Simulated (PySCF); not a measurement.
Compound: C4H12AlN.
Geometry (GFN2-xTB, Å), atoms numbered from 1 in this order:
```
atom  x, y, z in Å
C1    -1.402   -0.588   -1.236
C2    -1.458    0.698   -0.468
C3    -1.001    0.833    0.779
C4    -0.327   -0.233    1.562
Al5    1.502   -0.795    0.857
N6     1.697    0.596   -0.655
H7    -0.554   -1.192   -0.905
H8    -2.311   -1.170   -1.075
H9    -1.317   -0.401   -2.306
H10   -1.948    1.530   -0.959
H11   -1.083    1.805    1.253
H12   -0.287    0.068    2.616
H13   -0.938   -1.149    1.535
H14    1.581   -2.115    0.020
H15    2.776   -0.438    1.681
H16    0.732    0.905   -0.826
H17    2.089    0.246   -1.524
H18    2.240    1.405   -0.361
```

Level of theory: PySCF, TDDFT PBE0/def2-SVPD, vertical, gas phase, core orbitals frozen in the response.

Transition dipole moments from the ground state, in atomic units and in the frame of the coordinates above (overall signs are arbitrary), for the states with f of 0.002 or more among the lowest 6:

| state | E (eV) | μx | μy | μz |
| --- | --- | --- | --- | --- |
| S1 | 5.177 | 0.386 | 0.003 | -0.011 |
| S2 | 5.818 | -0.715 | 0.320 | -0.801 |
| S3 | 6.078 | -0.183 | -0.151 | 0.309 |
| S4 | 6.128 | -0.176 | -0.207 | -0.285 |
| S5 | 6.475 | 0.087 | 0.029 | 0.096 |
| S6 | 6.682 | -0.201 | -0.131 | 0.051 |

Question: Work out the oscillator strengths.

Answer: f = (2/3) ΔE |μ|² with ΔE in hartree (27.2114 eV).

```
state  |μ|² (au)  |μ| (D)      f
   S1      0.149     0.98  0.019
   S2      1.256     2.85  0.179
   S3      0.152     0.99  0.023
   S4      0.156     1.00  0.023
   S5      0.018     0.34  0.003
   S6      0.060     0.62  0.010
```

Question: What angle do the transition dipoles of S3 and S4 make?

Answer: |cos θ| = |μa·μb| / (|μa| |μb|) = 0.16, so θ ≈ 81° (taken between 0 and 90°, since the signs are arbitrary).

Question: How is the summed strength of these states shared among x, y and z?

Answer: (2/3) Σ ΔE μα² gives 0.109 for x, 0.027 for y and 0.120 for z, 0.257 in all.

Question: What peak molar absorption coefficient would the strongest computed level give as a lone Gaussian band 0.4 eV wide at half height?

Answer: ε(max) = 2.175×10⁸ f / FWHM, with the width in cm⁻¹. S2: 2.175×10⁸ × 0.1791 / 3226 ≈ 12000 L mol⁻¹ cm⁻¹.

Hardware: one thread, Arm Neoverse V1 (aarch64), shared host with 32 logical CPUs at a one-minute load of 12. Cost: 36 s wall, 0.89 GiB resident at most.

One conformer stands for the species.
